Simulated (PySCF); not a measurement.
Calculated NMR parameters of OCC([SiH3])([SiH3])[SiH3]

```
Formula                               : C2H12OSi3
SMILES                                : OCC([SiH3])([SiH3])[SiH3]
Point group of the computed structure : C1
Degrees of unsaturation               : 0
Carbon signals                        : 2
Proton signals                        : 3
```

Bonds (- single, = double, # triple, : aromatic): O1-C2, C2-C3, C3-Si4, C3-Si5, C3-Si6. O1 carries H7; C2 carries H8, H9; Si4 carries H10, H11, H12; Si5 carries H13, H14, H15; Si6 carries H16, H17, H18.

Non-relativistic Hamiltonian, gas phase, one computed conformer, rapidly exchanging positions averaged. Geometry: GFN2-xTB; NMR shieldings at PBE0/pcSseg-1/GIAO; PySCF 2.14.0 with density-fitted response routines.

References, each an isolated molecule treated in the same way: ¹H (31.72 ppm), ¹³C (186.93 ppm), ²⁹Si (349.16 ppm) against TMS; ¹⁷O (336.08 ppm) against H2O.

| carbon | δC, type | δH (multiplicity) | HMBC from (2–3 bonds) | span of the C tensor (ppm) |
| --- | --- | --- | --- | --- |
| C2 | 71.2, CH2 | 4.17 (s) | H10/H11/H12/H13/H14/H15/H16/H17/H18 | 51 |
| C3 | 0.2, C | – | H8/H9, H10/H11/H12/H13/H14/H15/H16/H17/H18 | 45 |

Other nuclei:
| atoms | nucleus | environment | δ (ppm) | σ (ppm) |
| --- | --- | --- | --- | --- |
| H10/H11/H12/H13/H14/H15/H16/H17/H18 | ¹H | hydrogen on a silicon bonded to C | 4.03 | 27.69 |
| H7 | ¹H | hydrogen on an alcohol oxygen | 0.96 | 30.76 |
| Si4/Si5/Si6 | ²⁹Si | silicon bonded to C, 3 H | -64.7 | 413.9 |
| O1 | ¹⁷O | alcohol oxygen | 49.4 | 286.7 |

Carbon types of the structure: 1 × C, 1 × CH2, leaving 10 H on heteroatoms. δC 71.2: sp3 CH2 bonded to O; the inductive effect lowers its shielding. δC 0.2: fully substituted sp3 carbon bonded to 3 Si; an electropositive neighbour leaves it electron-rich and shielded. δH 4.17: hydrogen on an sp3 CH2 bonded to O; its carbon carries O, which withdraws density. δH 4.03: hydrogen on a silicon bonded to C. δH 0.96: hydrogen on an alcohol oxygen; exchangeable; this is the value without hydrogen bonding to other molecules.

Exchangeable OH/NH protons stand at their gas-phase positions; hydrogen bonding in a real sample shifts them, mostly to higher δ. Shifts are as computed. Against solution values, carbons near 30 ppm lie about +3 ppm off and those near 130 ppm about +5 ppm. Of 1211 compounds with measured shifts, 218 miss one by over three times the rms of a fit or turn the order of signals round; such compounds aren't used in these exercises. Experimental scales use liquid or dissolved standards, which lie at an offset from isolated H2O (liquid H2O: subtract about 36 ppm). Multiplicities follow the n + 1 count of equivalent neighbours, as no J values were calculated; m marks all less simple cases, F and P coupling included.
